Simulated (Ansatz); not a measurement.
Ansatz (a program for electronic structure) input (B3LYP-D3(BJ)/def2-TZVP):

Ansatz 0.2 input:
```yaml
crystal:
  periodic: [false, false, false]
  atoms:
    - {symbol: Ge, position_ang: [-0.02025644, -0.02316361, 0.97013675]}
    - {symbol: I, position_ang: [1.14584795, -1.84840023, -0.50666421]}
    - {symbol: I, position_ang: [-1.14388572, 1.85979869, -0.46752294]}
basis:
  gaussian:
    orbitals: def2-TZVP
hamiltonian:
  xc: b3lyp
  dispersion: d3bj
magnetization: {spin_polarized: true, initial_magnetization: 2}
relax: {f_tol: 0.002, max_steps: 150}
```

Output:

```
Functional definition: B3LYP
integrals: 0.12 GiB planned
1322 factors; integrals over basis functions are off by at most 2.0e-4 eV
mean field: 1.43 GiB planned
mean field evaluation 1: about -72726.6420 eV, gradient 1.1e1 eV
mean field evaluation 2: about -72726.5103 eV, gradient 1.3e1 eV
mean field evaluation 4: about -72726.9421 eV, gradient 9.9e-1 eV
mean field evaluation 8: about -72726.9635 eV, gradient 4.0e-2 eV
mean field evaluation 16: about -72726.9635 eV, gradient 1.1e-4 eV
mean field evaluation 32: about -72726.0634 eV, gradient 5.8e-3 eV
mean field evaluation 64: about -72726.8866 eV, gradient 3.0e0 eV
mean field -72726.96353037 eV, -2672.6666136349 hartree, gradient 2.9e-5 eV, S^2 2.006865; 9 other end points of the search recorded, 0 dependent functions left out
the calculation of the forces begins
reference -72726.96374010 eV, -2672.6666213422 hartree; 42, 40 occupied and 106, 108 virtual orbitals, 1322 factors
relax step   1: F+E_penalty+E_count = -72727.21940512 eV  Δ(F+E_penalty+E_count) = +0.000e0 eV  max|allowed force component| = 5.656e-1 eV/Å  Δτ_max = 0.0000 Å  (244 SCF iters, accepted)
these checks for a lower state are left out or cut short: starts, cluster_reference, orbital_swaps, neighbouring_geometries, increment
integrals: 0.12 GiB planned
1322 factors; integrals over basis functions are off by at most 2.1e-4 eV
mean field: 1.43 GiB planned
mean field -72727.00699335 eV, -2672.6682108696 hartree, gradient 1.5e-5 eV, S^2 2.006293; 0 other end points of the search recorded, 0 dependent functions left out
the calculation of the forces begins
reference -72727.00720229 eV, -2672.6682185483 hartree; 42, 40 occupied and 106, 108 virtual orbitals, 1322 factors
relax step   2: F+E_penalty+E_count = -72727.25950083 eV  Δ(F+E_penalty+E_count) = -4.010e-2 eV  max|allowed force component| = 1.071e-1 eV/Å  Δτ_max = 0.1024 Å  (38 SCF iters, accepted)
these checks for a lower state are left out or cut short: starts, cluster_reference, orbital_swaps, neighbouring_geometries, increment
integrals: 0.12 GiB planned
1322 factors; integrals over basis functions are off by at most 2.1e-4 eV
mean field: 1.42 GiB planned
mean field -72727.00931637 eV, -2672.6682962393 hartree, gradient 1.6e-5 eV, S^2 2.006195; 0 other end points of the search recorded, 0 dependent functions left out
the calculation of the forces begins
reference -72727.00952513 eV, -2672.6683039111 hartree; 42, 40 occupied and 106, 108 virtual orbitals, 1322 factors
relax step   3: F+E_penalty+E_count = -72727.26099815 eV  Δ(F+E_penalty+E_count) = -1.497e-3 eV  max|allowed force component| = 3.808e-3 eV/Å  Δτ_max = 0.0236 Å  (39 SCF iters, accepted)
these checks for a lower state are left out or cut short: starts, cluster_reference, orbital_swaps, neighbouring_geometries, increment
integrals: 0.12 GiB planned
1322 factors; integrals over basis functions are off by at most 2.1e-4 eV
mean field: 1.43 GiB planned
mean field -72727.00941802 eV, -2672.6682999747 hartree, gradient 6.4e-5 eV, S^2 2.006192; 0 other end points of the search recorded, 0 dependent functions left out
the calculation of the forces begins
reference -72727.00962678 eV, -2672.6683076464 hartree; 42, 40 occupied and 106, 108 virtual orbitals, 1322 factors
relax step   4: F+E_penalty+E_count = -72727.26100362 eV  Δ(F+E_penalty+E_count) = -5.466e-6 eV  max|allowed force component| = 1.349e-3 eV/Å  Δτ_max = 0.0016 Å  (28 SCF iters, accepted)
integrals: 0.12 GiB planned
1322 factors; integrals over basis functions are off by at most 2.1e-4 eV
mean field: 1.43 GiB planned
mean field evaluation 96: about -72727.0094 eV, gradient 3.7e-2 eV
mean field -72727.00941802 eV, -2672.6682999746 hartree, gradient 6.4e-5 eV, S^2 2.006192; 3 other end points of the search recorded, 0 dependent functions left out
the calculation of the forces begins
reference -72727.00962678 eV, -2672.6683076464 hartree; 42, 40 occupied and 106, 108 virtual orbitals, 1322 factors
Total energy: -72727.26121238 eV, -2672.6775532466 hartree
Atom 0 at    -0.018480    -0.020499     0.842491 Å, force    -0.000016    -0.000017     0.000993 eV/Å
Atom 1 at     1.171404    -1.892556    -0.443348 Å, force     0.000836    -0.001332    -0.000511 eV/Å
Atom 2 at    -1.171218     1.901290    -0.403193 Å, force    -0.000820     0.001349    -0.000481 eV/Å
Dipole moment:    -0.001233    -0.001651     0.084007 e Å
```

This is an excited triplet: at this geometry the singlet lies 1.79 eV lower at RI-MP2/CBS(def2-TZVPPD,def2-QZVPPD)+[CCSD(T)-MP2]/def2-TZVPPD.
